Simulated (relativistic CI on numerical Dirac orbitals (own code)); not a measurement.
# Slater and spin-orbit integrals, Hf³⁸⁺

These numbers are calculated, not measured: Dirac-Coulomb-Breit CI, separate exchange-only KLI orbitals for each configuration, QED by a radiative potential, unscaled Slater integrals (own radial code, finite nucleus).

Slater integrals F^k, G^k are unscaled and averaged over j, outside the closed core [Ar] 3d10; ζ comes from projecting the Hamiltonian with its Breit term on Σ l·s of the shell.

- 4s²4p⁴: F^2(4p,4p) = 238700, ζ(4p) = 437880 cm⁻¹; <r>(4p) = 0.4275, <r^2>(4p) = 0.2068 (bohr units).
- 4s4p⁵: G^1(4s,4p) = 312310, ζ(4p) = 437610 cm⁻¹; <r>(4s) = 0.4172, <r^2>(4s) = 0.1957, <r>(4p) = 0.4276, <r^2>(4p) = 0.2069 (bohr units).
- 4s²4p³4d: F^2(4p,4p) = 238650, ζ(4p) = 438480, F^2(4p,4d) = 235120, G^1(4p,4d) = 290610, G^3(4p,4d) = 186710, ζ(4d) = 55183 cm⁻¹; <r>(4p) = 0.4276, <r^2>(4p) = 0.2069, <r>(4d) = 0.4261, <r^2>(4d) = 0.2076 (bohr units).

Averages of the first 10 configurations, taken without configuration mixing, which lowers the lowest level and can move excited configurations by several eV; other configurations of the list can lie among them:

```
Configuration  Parity  States  Average energy above the lowest level (eV)
       4s²4p⁴    even      15                                        58.1
        4s4p⁵     odd      12                                       216.1
     4s²4p³4d     odd     200                                       247.2
          4p⁶    even       1                                       384.7
      4s4p⁴4d    even     300                                       400.5
     4s²4p³4f    even     280                                       429.6
      4s4p⁴4f     odd     420                                       583.2
        4p⁵4d     odd      60                                       564.4
     4s4p³4d²     odd    1800                                       588.0
   4s²4p²4d4f     odd    2100                                       619.4
```
